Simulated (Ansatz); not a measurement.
The cluster Al₆As, relaxed as a doublet with UKS PBE0-D4/def2-SVP in Ansatz, starting from the GFN2-xTB geometry. Force threshold 0.02 eV/Å.

The charge 0 doublet is spin-contaminated (final ⟨S²⟩ up to 1.19, 0.75 for a pure state). Another isomer (doublet) lies 1.27 eV lower at PBE0-D4/def2-TZVP; other spin states weren't run for this one.

Start:

```xyz
7

As   -2.913    0.460    0.334
Al    0.793   -1.290   -0.680
Al    1.323    0.835   -2.241
Al    1.277    0.964    0.446
Al   -0.931   -0.450    1.303
Al   -1.015    0.756   -1.086
Al    1.466   -1.275    1.924
```

(1) Estimate the energy that the relaxation releases and the steps that it takes.

(2) Does the start keep its bonding and symmetry?

(3) Predict the relaxed structure.

## Answers

(1) 0.24 eV, in 7 steps; 50 s on 4 threads of Arm Neoverse V2 on a shared host. No frequencies were taken in this run, so the end may be a saddle point.

(2) Bonds lost: Al2–Al5, Al4–Al6 (atoms count from 1). Point group C2v at the start, C2 at the end, both within 0.05 Å.

(3) 
Cartesian coordinates in Å:
```
As -2.9259 0.4607 0.3335
Al 0.9896 -1.2388 -0.9197
Al 1.2025 0.9129 -2.2224
Al 1.4961 0.8470 0.6360
Al -0.9461 -0.1575 1.4244
Al -1.1422 0.4869 -1.1860
Al 1.3260 -1.3112 1.9341
```
Bond lengths (bridged metal pairs left out): 9 × Al–Al 2.52 to 2.87 Å; 2 × Al–As 2.34 Å.
